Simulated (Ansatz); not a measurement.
A nudged elastic band was laid between two geometries of AlH9N2OSi (14 atoms, charge 0, multiplicity 1).

Theory: RKS B3LYP/def2-SVP (Ansatz).

```
movable images  : 5
climbing image  : yes
spring          : 5.0 eV/Å²
optimiser       : quadratic models (default)
start path      : through a guess of the saddle point
force threshold : 0.03 eV/Å
iteration limit : 60
end points      : relaxed
```

First end point:

```xyz
14
Properties=species:S:1:pos:R:3
Al -0.125 0.416 0.161
O -0.613 0.030 1.794
Si -1.242 -0.829 3.037
H -2.368 -1.716 2.606
H -0.208 -1.694 3.691
H -1.775 0.093 4.092
N 1.556 -0.045 -0.325
H 1.751 -0.438 -1.243
H 2.245 -0.408 0.329
H -1.233 0.393 -0.986
N 0.096 2.445 0.507
H 1.062 2.690 0.272
H -0.527 3.036 -0.047
H -0.060 2.653 1.497
```

Last end point:

```xyz
14
Properties=species:S:1:pos:R:3
Al -0.151 0.441 0.169
O -0.619 0.064 1.811
Si -1.237 -0.830 3.037
H -2.117 -1.939 2.552
H -0.150 -1.445 3.865
H -2.056 0.029 3.953
N 1.497 -0.085 -0.359
H 1.656 -0.473 -1.286
H 2.193 -0.473 0.273
H -1.282 0.471 -0.954
N 0.150 2.458 0.529
H 1.121 2.672 0.286
H -0.458 3.075 -0.013
H 0.010 2.661 1.522
```

(1) What changes between the two ends?

(2) What energy profile does the band end with?

(3) What is the geometry of the highest image?

Results:

(1) No bond is made or broken.

(2) The forces met the threshold. The highest image is number 3 of 0 to 6, 0.1 kcal/mol above the ends, which have the same energy within 2 meV. The top lies less than 8 meV above the higher end, about what the thresholds resolve: the motion is nearly free. A vibrational analysis at the climbing image gives no mode beyond 40i cm⁻¹: the surface is too flat there to confirm a saddle point.

```tsv
image	path coordinate (Å)	energy (kcal/mol)
0	0.00	0.0
1	0.63	0.0
2	1.25	0.1
3	1.88	0.1
4	2.31	0.1
5	2.74	0.0
6	3.17	0.0
```

(3) 
```xyz
14
Properties=species:S:1:pos:R:3
Al -0.174 0.494 0.180
O -0.583 0.049 1.822
Si -1.233 -0.887 2.999
H -1.515 -2.283 2.537
H -0.305 -0.979 4.171
H -2.519 -0.306 3.504
N 1.423 -0.071 -0.453
H 1.526 -0.420 -1.402
H 2.133 -0.511 0.128
H -1.353 0.631 -0.886
N 0.223 2.475 0.632
H 1.199 2.662 0.385
H -0.368 3.142 0.132
H 0.104 2.630 1.636
```

Time of the run: 5.8 min on 4 threads of Arm Neoverse V2, with other jobs on the host, peak memory 0.3 GiB.
